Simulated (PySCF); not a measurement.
**Spinor energies of Bi⁷⁰⁺ (bismuth, charge +70)**

Start: [Ne] 3s2 3p1; 3p3/2 filled at m_j = +3/2. Calculated with PySCF 2.14 in an even-tempered Gaussian basis (17 s from 25 bohr⁻², ratio 2.4; 14 p from 33 bohr⁻², ratio 2.4; 4 d from 110 bohr⁻², ratio 2.6; 4 f from 160 bohr⁻², ratio 2.6): generalised Hartree-Fock with the X2C-1e Hamiltonian and a Gaussian nucleus; one run each with spin-orbit coupling (SO) screened by Boettger's factors, then bare. This is a chosen level, not necessarily the ground level.

```
spinor shell  electrons  ε, screened SO (eV)  ε, bare SO (eV)  weight of nominal j (bare SO)  rms radius, bare SO (bohr)
       1s1/2          2             -97400.3         -97398.7                          1.000                      0.0178
       2s1/2          2             -22553.6         -22553.3                          1.000                      0.0707
       2p1/2          2             -21947.5         -22001.1                          1.000                      0.0595
       2p3/2          4             -19566.0         -19551.1                          1.000                      0.0677
       3s1/2          2              -9144.4          -9144.3                          1.000                       0.170
       3p3/2          1              -8318.2          -8314.0                          1.000                       0.173
```

```tsv
quantity	screened SO	bare SO
E (hartree)	-15313.52623	-15315.16540
M_J	3/2	3/2
⟨J²⟩	3.750	3.750
⟨L²⟩	2.053	2.056
⟨S²⟩	0.803	0.806
```

Each row is a mean over spinors that exchange with the open shell spreads, by up to 32.976 eV (3s1/2).

Breit and QED terms are absent; they matter most for the inner s and p1/2 levels.

Densities and radii are taken from the X2C orbitals without a picture-change correction, which distorts them close to the nucleus.
